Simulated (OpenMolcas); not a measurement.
## Ni2+: moving the ligands

Ni2+ with 5 ligands (chloride, bromide on the axis) in square pyramidal coordination (C4v) at 2.39 Å, the axial distance 2.541 Å. A charge of +0.6 e stands 2.6 Å behind each ligand. Ligand basis ANO-RCC-VDZP.
```
Ni    0.0000    0.0000    0.0000
Cl    2.3900    0.0000    0.0000
Cl    0.0000    2.3900    0.0000
Cl   -2.3900    0.0000    0.0000
Cl    0.0000   -2.3900    0.0000
Br    0.0000    0.0000    2.5406
```

```json
{
 "Program": "OpenMolcas 26.06",
 "Method": "CASSCF",
 "Basis": "ANO-RCC-VDZP [5s4p2d1f]",
 "Scalar Hamiltonian": "DKH2, point nucleus",
 "Active space": "8 electrons in 5 orbitals (3d)",
 "State averaging": "2S+1 = 3 even, 10 roots; 2S+1 = 1 even, 15 roots",
 "Spin-orbit coupling": "state interaction with AMFI integrals over the reference wave functions"
}
```

Runs around this geometry, states. Energies in cm-1 above the lowest state or level, χT in cm3 K/mol.

```tsv
R (Å)	Axial / equatorial distance	Ground state	First state of that spin	First gap with spin-orbit (degeneracies)	χT at 300 K	First state of another spin
2.33	1.063	2S+1 = 3	2721	37.6 (1, 2)	1.826	2S+1 = 1: 15741
2.39	1.063	2S+1 = 3	2296	38.8 (1, 2)	1.963	2S+1 = 1: 16013
2.51	1.063	2S+1 = 3	1629	36.3 (1, 2)	2.264	2S+1 = 1: 16261
2.39	1.116	2S+1 = 3	1885	48.8 (1, 2)	2.081	2S+1 = 1: 15686
```

Without dynamic correlation the repulsion within the d shell is too large (B by tens of per cent), so at a given field states of lower spin stand too high. Ligand-to-metal charge-transfer states are missing. With no ligand orbital active B as a rule stays too high, so bands that hang on it stand too high and its fall with covalency is understated. With metal d orbitals alone and no dynamic correlation the field as a rule comes out too small, by tens of per cent, by up to half for chloride and softer ligands, and the orbital part of g and χT, which goes as 1/10Dq, too large. No measured value stands beside these numbers; the geometry was imposed, not optimised, and the real ion may take another.

A state without a sure symmetry label is named by its multiplicity alone.
